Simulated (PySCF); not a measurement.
Polarisability and C₆ of Ba⁺ (barium, charge +1)

[Xe] 6s1, 2S determinant. All numbers are calculated (PySCF 2.14, a scalar-relativistic core potential, in def2-TZVPPD with the def2 core potential (46 electrons) (6s4p3d1f, 40 functions)). Coupled (time-dependent) response in atomic units; α is the mean over directions.

```
 method  mean α (bohr³)  C₆ (like pair)  S(−4)
    UHF           163.5            1967  20540
    PBE           125.5            1401  11390
   PBE0           134.5            1533  13230
wB97X-V           139.9            1610  14500
  wB97X           131.2            1480  12600
```

S(−4) is the Cauchy moment in α(ω) = α(0) + S(−4) ω² + …

α(iu) at wB97X:

```json
{"u (hartree)": "0", "α(iu) (bohr³)": "131.2"}
{"u (hartree)": "0.0500", "α(iu) (bohr³)": "106.2"}
{"u (hartree)": "0.100", "α(iu) (bohr³)": "69.45"}
{"u (hartree)": "0.200", "α(iu) (bohr³)": "33.32"}
{"u (hartree)": "0.300", "α(iu) (bohr³)": "21.01"}
{"u (hartree)": "0.500", "α(iu) (bohr³)": "12.39"}
{"u (hartree)": "0.750", "α(iu) (bohr³)": "8.168"}
{"u (hartree)": "1.00", "α(iu) (bohr³)": "5.862"}
{"u (hartree)": "1.50", "α(iu) (bohr³)": "3.392"}
{"u (hartree)": "2.00", "α(iu) (bohr³)": "2.173"}
{"u (hartree)": "3.00", "α(iu) (bohr³)": "1.089"}
{"u (hartree)": "5.00", "α(iu) (bohr³)": "0.4265"}
```

A single London oscillator, α(iu) = α/(1 + u²/ω²), gives C₆ = (3/4) ω α². Matching the computed C₆ needs ω = 4 × 1480 / (3 × 131.2²) = 0.115 hartree.

For an ion, C₆ is the dispersion term alone; charge-induced terms of lower order in 1/R come first.

Energies and moments cover only the electrons outside the core potential. Spin-orbit coupling, which splits the p, d and f shells strongly at this Z, is absent.
